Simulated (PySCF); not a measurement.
# Computed vibrations of LuSF

LuSF (singlet in the valence; each metal's 4f electrons, 14 of them, lie in its core potential, out of spins and levels). PySCF 2.14.0, RKS PBE0, Lu lcecp-1-SVP with ECP60, S def2-SVP, F def2-SVP; non-relativistic Hamiltonian with scalar-relativistic core potentials where named; density fitting; no spin-orbit coupling. Central differences of gradients.

```xyz
3

Lu   -0.1417    0.0000   -0.2533
S     1.8361    0.0000    0.9079
F    -1.7853    0.0000    0.8045
```

Run from Python with OMP_NUM_THREADS=2. Where DIIS fails, smearing, a level shift and second-order steps follow.
It took 19 s on 2 threads of Intel(R) Xeon(R) Platinum 8488C (Sapphire Rapids), on a shared host.

Q: What are the harmonic wavenumbers and infrared intensities?

A: Modes are labelled in Cs; negative numbers are unstable modes, those under 60 cm⁻¹ near the noise; a finer grid moves soft modes by up to 10 cm⁻¹.
```tsv
cm⁻¹	km/mol	symmetry
119	9.8	a'
453	42.6	a'
599	97.5	a'
```

Q: Is this a minimum?

A: Yes. Ideal gas at 298.15 K and 1 bar: S = 302.8 J/(mol K), Cp = 51.3 J/(mol K), H − H(0 K) = 12.9 kJ/mol (rigid rotor, harmonic modes, spin degeneracy alone, that of the 4f electrons in the core included).

An lcecp potential fixes the number of 4f electrons, so in runs with it no electron can move into or out of that shell.
